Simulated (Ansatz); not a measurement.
`[CH3][GeH2][F]` + HI → `[CH3][GeH2][I]` + H–F  (ligand exchange at a Ge–F bond)

Isolated molecules relaxed with PBE0-D4/def2-TZVP in Ansatz; ΔE leaves out vibrations. CBS: MP2 limit from def2 TZ/QZ plus the TZ coupled-cluster correction, frozen cores. This one scheme is used for every species. Functionals use def2-TZVPP. Elements past krypton have def2 core potentials. For Ge, I outer-core shells are correlated without core-valence functions, which leaves a few kJ/mol of doubt a bond. Scalar relativity is left out up to krypton.

```
             level  ΔE (kcal/mol)
           ωB97M-V           -5.4
              BLYP           -2.3
           r2SCANh           -5.8
           r2SCAN0           -6.6
RPA@PBE/def2-TZVPP           -3.9
  CCSD(T)/def2-SVP           -2.6
     HF/def2-TZVPP           -3.3
     HF/def2-QZVPP           -2.8
```

(1) What does CCSD(T)/CBS give? (Estimate.)

Largest T1 diagnostic among the species: 0.011.

## Answers

(1) Ansatz gave: -7.9 kcal/mol. The listed levels differ from it by 2.5, 5.6, 2.1, 1.3, 4.0, 5.3, 4.6, 5.1 kcal/mol.

From BLYP to BHLYP (50 % exact exchange), in def2-TZVPP and without D4, ΔE moves by −1.7 kcal/mol. Leaving LDA and LC-ωPBE aside and taking each functional with its dispersion term where it has one, the values, not all of them listed here, spread over 6.1 kcal/mol, from HSE06-D4 to B97M-V. At CCSD(T), def2-SVP lies +5.4 kcal/mol from the extrapolated value and def2-TZVPP +2.3 kcal/mol.
